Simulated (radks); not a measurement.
Spherical jellium clusters: N electrons in a uniform positive sphere of charge N and radius rs N^(1/3), rs = 4.84 bohr. Method: non-relativistic Kohn-Sham, PBEsol, spin-polarised, spherical densities; computed with a radial shooting solver with Libxc functionals. Levels are named by radial order and angular momentum (1s, 1p, 1d, 2s, ...), and open shells are averaged over m.

N = 2, configuration 1s2. This is the lowest configuration that the search found. Occupied and some empty levels:

level,occupation,eigenvalue (eV),<r> (bohr)
1s,2,-2.7266,4.755
1p,0,-1.2015,6.589

Energy (eV): total -3.32952, kinetic 2.3227, external -20.874, Hartree 10.320, exchange-correlation -5.8069, background 10.710.
